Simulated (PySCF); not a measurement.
Isomers of C8H7O2P, mass 166.018 u with the commonest isotopes. Level of theory: PBE0/pcSseg-1 in PySCF (dipole) on a GFN2-xTB geometry, gas phase. One conformer each, none proved a minimum here; rigid rotors.

**Question.** Order these by rotational constant A, smallest first.
A. `[cH:1]1[cH:2][c:3]([PH:4][c:5]2[cH:6][cH:7][o:8][cH:9]2)[cH:10][o:11]1` with C2–C3–P4–C5 59°, C3–P4–C5–C6 -152°
B. `[CH:1]#[C:2][P@:3](=[O:4])([OH:5])[c:6]1[cH:7][cH:8][cH:9][cH:10][cH:11]1` with C2–P3–O5–H 117°, C2–P3–C6–C7 -129°
C. `[CH3:1][C:2](=[O:3])[c:4]1[cH:5][cH:6][c:7]([CH:8]=[O:9])[cH:10][p:11]1` with C1–C2–C4–C5 180°, C6–C7–C8–O9 180°
D. `[CH3:1][O:2][c:3]1[o:4][c:5]2[cH:6][cH:7][cH:8][cH:9][c:10]2[p:11]1` with C1–O2–C3–O4 0°

**Answer.** B (1766 MHz), A (2228 MHz), D (2280 MHz), C (2589 MHz).

**Question.** Order these by radius of gyration √(Σ m r²/M), smallest first.
A. `[CH3:1][C:2](=[O:3])[c:4]1[cH:5][cH:6][c:7]([CH:8]=[O:9])[cH:10][p:11]1` with C1–C2–C4–C5 180°, C6–C7–C8–O9 180°
B. `[CH:1]#[C:2][P@:3](=[O:4])([OH:5])[c:6]1[cH:7][cH:8][cH:9][cH:10][cH:11]1` with C2–P3–O5–H 117°, C2–P3–C6–C7 -129°
C. `[cH:1]1[cH:2][c:3]([PH:4][c:5]2[cH:6][cH:7][o:8][cH:9]2)[cH:10][o:11]1` with C2–C3–P4–C5 59°, C3–P4–C5–C6 -152°
D. `[CH3:1][O:2][c:3]1[cH:4][cH:5][c:6]([P:7]=[C:8]=[O:9])[cH:10][cH:11]1` with C1–O2–C3–C4 180°, C5–C6–P7–C8 -156°

**Answer.** B (2.357 Å), C (2.502 Å), A (2.592 Å), D (2.747 Å).

**Question.** Order these by rotational constant C, smallest first.
A. `[cH:1]1[cH:2][c:3]([PH:4][c:5]2[cH:6][cH:7][o:8][cH:9]2)[cH:10][o:11]1` with C2–C3–P4–C5 59°, C3–P4–C5–C6 -152°
B. `[CH:1]#[C:2][P@:3](=[O:4])([OH:5])[c:6]1[cH:7][cH:8][cH:9][cH:10][cH:11]1` with C2–P3–O5–H 117°, C2–P3–C6–C7 -129°
C. `[CH3:1][O:2][c:3]1[o:4][c:5]2[cH:6][cH:7][cH:8][cH:9][c:10]2[p:11]1` with C1–O2–C3–O4 0°
D. `[CH3:1][O:2][c:3]1[cH:4][cH:5][c:6]([P:7]=[C:8]=[O:9])[cH:10][cH:11]1` with C1–O2–C3–C4 180°, C5–C6–P7–C8 -156°
E. `[CH3:1][C:2](=[O:3])[c:4]1[cH:5][cH:6][c:7]([CH:8]=[O:9])[cH:10][p:11]1` with C1–C2–C4–C5 180°, C6–C7–C8–O9 180°

**Answer.** D (406.6 MHz), E (453.9 MHz), A (512.9 MHz), C (544.4 MHz), B (608.1 MHz).

```csv
SMILES,point group,Ia (u·Å²),Ib (u·Å²),Ic (u·Å²),κ,μa (D),μb (D),μc (D)
C#C[P@](=O)(O)c1ccccc1,C1,286.11,727.24,831.05,-0.85,1.65,2.46,0.66
CC(=O)c1ccc(C=O)cp1,Cs,195.18,921.37,1113.41,-0.91,0.41,0.26,0.00
COc1ccc(P=C=O)cc1,C1,198.27,1064.48,1243.01,-0.94,2.66,1.00,0.27
c1cc(Pc2ccoc2)co1,C1,226.78,867.05,985.27,-0.92,0.08,0.48,1.03
COc1oc2ccccc2p1,Cs,221.65,709.78,928.24,-0.81,0.46,2.78,0.00
```
